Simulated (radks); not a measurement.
Results of a calculation; reference values are marked as such.
Species: Xe. Configuration: [Xe] (the NIST ground configuration). Level of theory: non-relativistic Kohn-Sham, r2SCAN, spin-polarised, spherical densities, point nucleus; meta-GGA in the generalised Kohn-Sham scheme; relativity is left out, which matters for an element this heavy (a radial shooting solver on a logarithmic mesh with Libxc functionals).

X-ray form factor f0, the Fourier transform of the density (f0(0) = 54):

| sin(theta)/lambda (1/angstrom) | f0 (electrons) |
|---|---|
| 0.05 | 52.901 |
| 0.1 | 50.071 |
| 0.15 | 46.491 |
| 0.2 | 42.960 |
| 0.25 | 39.827 |
| 0.3 | 37.111 |
| 0.4 | 32.527 |
| 0.5 | 28.610 |
| 0.6 | 25.256 |
| 0.8 | 20.368 |
| 1 | 17.351 |
| 1.25 | 14.648 |
| 1.5 | 12.228 |
| 2 | 8.280 |
